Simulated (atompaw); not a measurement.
## Before and after: PAW (atompaw) potential for La

lanthanum, PAW, made with atompaw 4.2.0.5 (PBE, scalar-relativistic). Core [Xe], reference 4f0 5d1 6s1 6p1. Waves: 6s (bound): rc 3.00 bohr; 6s channel at 0.15 Ry: rc 3.00 bohr; 6p (bound): rc 3.00 bohr; 6p channel at 1.55 Ry: rc 3.00 bohr; 5d (bound): rc 3.00 bohr; 5d channel at 0.5 Ry: rc 2.25 bohr; 4f (bound, empty): rc 1.30 bohr; 4f channel at 0.1 Ry: rc 1.30 bohr. Local part: troulliermartins scheme with l = 4 at 0.5 Ry, radius 2.55 bohr. Core correction: smooth core density matched at 2.55 bohr. Augmentation charge: sinc compensation charge, radius 2.85 bohr; PAW radius 3.00 bohr; waves and projectors: custom polynom2 7 10 vanderbiltortho.

Change: core [Kr] 4d10 5s2, valence charge 9; reference 4f0 5p6 5d1.5 6s1.5 6p0; waves now 6s (bound): rc 3.00 bohr; 6s channel at 3.3 Ry: rc 3.00 bohr; 5p (bound): rc 3.00 bohr; 6p (bound): rc 3.00 bohr; 5d (bound): rc 3.00 bohr; 5d channel at 0.2 Ry: rc 3.00 bohr; 4f (bound): rc 1.60 bohr; 4f channel at 0.15 Ry: rc 1.60 bohr; local potential troulliermartins scheme with l = 4 at 0.5 Ry, radius 2.70 bohr; core correction smooth core density matched at 2.10 bohr; augmentation sinc compensation charge, radius 2.40 bohr; PAW radius 3.00 bohr; waves and projectors: custom polynom2 7 10 vanderbiltortho.

Cutoffs: the cutoffs (Ry, on a coarse ladder) from which the occupation-weighted sum of valence levels, in a spherical-Bessel basis at the reference potential, stays within 10 and 1 mRy of its value at 400 Ry; they do not see the model core or the augmentation charge, which bear on the density cutoff.

Question: What does the change do?

Answer: The potential gets harder (10 Ry and 25 Ry → 21 Ry and 45 Ry); the bound ghosts move from p, s to s; the range in which the s phases agree widens (upper end 1.6 → 4.3); the range in which the p phases agree narrows (upper end 3.7 → 1.4). The added semicore shells are compact, so their waves need more plane waves. Several settings change at once here, so the effects cannot be laid on one of them.

| quantity | base | changed |
| --- | --- | --- |
| cutoff, loose | 10 Ry | 21 Ry |
| cutoff, tight | 25 Ry | 45 Ry |
| loose cutoff by channel (10 mRy a level) | s 6 Ry, p 6 Ry, d 8 Ry | s 6 Ry, p 10 Ry, d 10 Ry |
| bound ghosts | s, p | s |
| s: phases at 3.00 bohr within 0.05 rad from the reference energy up to (Ry; the scan ends near 5) | 1.6 | 4.3 |
| p: phases at 3.00 bohr within 0.05 rad from the reference energy up to (Ry; the scan ends near 5) | 3.7 | 1.4 |
| d: phases at 3.00 bohr within 0.05 rad from the reference energy up to (Ry; the scan ends near 5) | 1.3 | 3.0 |
| f: phases at 3.00 bohr within 0.05 rad from the reference energy up to (Ry; the scan ends near 5) | 4.8 | 4.8 |
| lowest overlap eigenvalue by channel | s 0.39, p 0.67, d 0.07, f 0.98 | s 0.27, p 0.83, d 0.90, f 0.98 |

Base: The cutoffs count occupied waves only; the empty 4f level needs over 300 Ry at the loose tolerance. Changed file: The cutoffs count occupied waves only; the empty 4f level needs 80 Ry at the loose tolerance. A true bound ghost makes a file unfit for plane-wave use even where its test errors are small: the radial tests pick states by their node count and pass the ghost by. The cutoffs see the waves, projectors and local potential, not the compensation charge or the core.
